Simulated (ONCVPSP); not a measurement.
# Before and after: ONCV potential for potassium (K)

potassium, optimised norm-conserving Vanderbilt (ONCV), made with ONCVPSP 4.0.1 (LDA (Perdew-Wang 92), scalar-relativistic). Core [Ne], reference 3s2 3p6 4s0.75 (charge +0.25). Waves: 3s+4s: rc 2.20 bohr, ncon 4, nbas 9, qcut 6 1/bohr, 2 projectors; 3p: rc 1.35 bohr, ncon 4, nbas 7, qcut 5.4 1/bohr, 1 projector; d scattering state at 0.11 Ha: rc 1.70 bohr, ncon 4, nbas 7, qcut 5.5 1/bohr, 1 projector. Local part: polynomial inside 1.00 bohr (lpopt 5, dvloc0 0 Ha). Core correction: Teter function, parameters optimised by the program.

Change: local potential polynomial inside 1.00 bohr (lpopt 5, dvloc0 9.5 Ha).

Cutoffs: the cutoffs (Ha) at which the residual kinetic energy of the hardest occupied pseudo-wave falls to 1 and 0.1 mHa per electron; they do not see the model core or the augmentation charge, which bear on the density cutoff. Errors are all-electron minus pseudo energies relative to the spin-unpolarised reference configuration.

Task: What does the change do?

Result: The potential gets neither clearly harder nor softer (12 Ha and 58 Ha → 12 Ha and 58 Ha); a bound ghost appears in p, which as a rule spoils a file; the errors of the 4 common tests hardly move; the range in which the s phases agree widens (upper end 3.5 → 4.8). In the separable form a ghost depends on how the local part lies against the semilocal potential of the channel, so the choice of the local part can create or remove one.

```tsv
quantity	base	changed
cutoff, loose	12 Ha	12 Ha
cutoff, tight	58 Ha	58 Ha
bound ghosts	none	p
GHOST(+) flags under 300 eV	s at 122.9 eV	none
error for 3s2 3p6 4s1, meV [ΔE -0.73 eV]	0.0	0.0
error for 3s2 3p6 4s0, meV [ΔE 3.67 eV]	-0.1	-0.2
error for 3s2 3p6 4s0.5, meV [ΔE 0.98 eV]	0.0	0.0
error for 3s2 3p6 3d1 4s0, meV [ΔE 1.78 eV]	-1.0	-1.1
s: phases at 2.23 bohr within 0.05 rad from the reference energy up to (Ha; the scan ends near 5)	3.5	4.8
p: phases at 1.37 bohr within 0.05 rad from the reference energy up to (Ha; the scan ends near 5)	3.0	3.8
d: phases at 1.73 bohr within 0.05 rad from the reference energy up to (Ha; the scan ends near 5)	1.9	1.9
rms error of d²Exc/dni dnj with the model core, mHa	0.33	0.33
```

Base: The cutoffs count occupied waves only; projector 1 of the d channel, the hardest unoccupied one, needs 51 Ha at the loose tolerance. Changed file: The cutoffs count occupied waves only; projector 1 of the d channel, the hardest unoccupied one, needs 51 Ha at the loose tolerance. A true bound ghost makes a file unfit for plane-wave use even where its test errors are small: the radial tests pick states by their node count and pass the ghost by.
